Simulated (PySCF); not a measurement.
Geometry:
| atom | x (Å) | y (Å) | z (Å) |
| --- | --- | --- | --- |
| C1 | -4.098 | -0.216 | 0.591 |
| C2 | -3.108 | 0.160 | -0.507 |
| C3 | -2.028 | -0.861 | -0.683 |
| C4 | -0.702 | -0.670 | -0.588 |
| Si5 | 0.229 | 0.907 | -0.205 |
| N6 | 1.652 | 0.547 | 0.733 |
| Si7 | 3.337 | 0.783 | 0.356 |
| C8 | 4.252 | -0.830 | 0.066 |
| H9 | -3.596 | -0.281 | 1.568 |
| H10 | -4.565 | -1.194 | 0.392 |
| H11 | -4.904 | 0.529 | 0.673 |
| H12 | -2.672 | 1.150 | -0.304 |
| H13 | -3.652 | 0.254 | -1.465 |
| H14 | -2.395 | -1.875 | -0.907 |
| H15 | -0.063 | -1.548 | -0.756 |
| H16 | 0.714 | 1.565 | -1.457 |
| H17 | -0.668 | 1.867 | 0.516 |
| H18 | 1.468 | 0.108 | 1.633 |
| H19 | 4.019 | 1.509 | 1.477 |
| H20 | 3.391 | 1.630 | -0.874 |
| H21 | 5.315 | -0.638 | -0.153 |
| H22 | 3.819 | -1.381 | -0.783 |
| H23 | 4.204 | -1.478 | 0.955 |

Geometry: PBE0-D3(BJ)/def2-SVP; GIAO shifts from PySCF, gas phase, non-relativistic, averaged over equivalent atoms.

At PBE0/pcSseg-1 (225 basis functions, 22 s wall time on 1 thread of an AMD EPYC 9R45 96-Core, shared host):
| atoms | δ (ppm) |
| --- | --- |
| C3 | 163.3 |
| C4 | 133.0 |
| C2 | 29.8 |
| C1 | 15.6 |
| C8 | 1.8 |
| Si7 | -23.2 |
| Si5 | -41.8 |
| N6 | 18.1 |
| H14 | 6.54 |
| H15 | 5.57 |
| H16/H17 | 5.10 |
| H19/H20 | 4.80 |
| H12/H13 | 2.17 |
| H9/H10/H11 | 0.99 |
| H21/H22/H23 | 0.22 |
| H18 | -0.60 |

Chemical shifts δ = σref − σ; ¹³C (σref 184.41), ²⁹Si (σref 351.99), ¹H (σref 31.27) vs TMS; NH3 for ¹⁵N (σref 265.67), all at this level.

Task: What do these become at wB97X-D/pcSseg-1?

Result: 
```json
{"atoms": "C3", "δ at wB97X-D/pcSseg-1": "163.8", "change": "+0.5"}
{"atoms": "C4", "δ at wB97X-D/pcSseg-1": "133.0", "change": "+0.0"}
{"atoms": "C2", "δ at wB97X-D/pcSseg-1": "28.8", "change": "-1.0"}
{"atoms": "C1", "δ at wB97X-D/pcSseg-1": "15.8", "change": "+0.2"}
{"atoms": "C8", "δ at wB97X-D/pcSseg-1": "1.7", "change": "-0.1"}
{"atoms": "Si7", "δ at wB97X-D/pcSseg-1": "-23.8", "change": "-0.6"}
{"atoms": "Si5", "δ at wB97X-D/pcSseg-1": "-41.8", "change": "+0.0"}
{"atoms": "N6", "δ at wB97X-D/pcSseg-1": "15.5", "change": "-2.6"}
{"atoms": "H14", "δ at wB97X-D/pcSseg-1": "6.49", "change": "-0.05"}
{"atoms": "H15", "δ at wB97X-D/pcSseg-1": "5.51", "change": "-0.06"}
{"atoms": "H16/H17", "δ at wB97X-D/pcSseg-1": "5.00", "change": "-0.10"}
{"atoms": "H19/H20", "δ at wB97X-D/pcSseg-1": "4.72", "change": "-0.08"}
{"atoms": "H12/H13", "δ at wB97X-D/pcSseg-1": "2.10", "change": "-0.07"}
{"atoms": "H9/H10/H11", "δ at wB97X-D/pcSseg-1": "0.99", "change": "+0.00"}
{"atoms": "H21/H22/H23", "δ at wB97X-D/pcSseg-1": "0.21", "change": "-0.01"}
{"atoms": "H18", "δ at wB97X-D/pcSseg-1": "-0.60", "change": "+0.00"}
```

Referencing at the same level of theory: TMS for ¹³C (184.54 ppm), ²⁹Si (352.93 ppm), ¹H (31.38 ppm); NH3 for ¹⁵N (263.98 ppm).

The largest change is at N6 (nitrogen bonded to 2 Si, H). Cost: 225 basis functions, 28 s wall time on 1 thread of an AMD EPYC 9R45 96-Core, shared host. The order of the carbon signals is the same at both levels.

Experimental scales use liquid or dissolved standards, which lie at an offset from isolated NH3 (liquid NH3: subtract about 20 ppm).
